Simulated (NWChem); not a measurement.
Molecule: CH$_{4}$N$_{2}$OSr

```xyz
9

Sr    -0.1442    -0.5382     0.0000
O      0.3138    -2.6497     0.0000
H      0.5847    -3.5682     0.0000
C      0.1480     2.3073     0.0000
N      0.0630     1.6692    -1.1575
N      0.0630     1.6692     1.1575
H      0.2976     3.4087     0.0000
H      0.1580     2.2990    -1.9463
H      0.1580     2.2990     1.9463
```
Atoms are numbered in this order, from 1.

Program: NWChem. Coordinates come from a PBE0/def2-SVP optimisation. Not confirmed as a minimum by frequencies. def2 effective core potentials on Sr; no spin-orbit coupling. Level r2SCAN/def2-SVP: energy and gradient on several grids; changes count from the extra-fine grid, which is no exact limit either.

### Question
Which is the coarsest grid (medium; coarse; fine; xfine) from which on the energy stays within 100 μHa and each gradient component within 200 μHa/bohr of xfine?

### Answer
fine.
| grid | size of the energy change (μHa) | largest change of a gradient component (μHa/bohr) | time, medium = 1 (rough) |
|---|---|---|---|
| coarse | 1000 | 600 | about 1 |
| medium | 300 | 70 | about 1 |
| fine | 20 | 100 | about 1 |
| xfine | < 10 | < 30 | 3 |
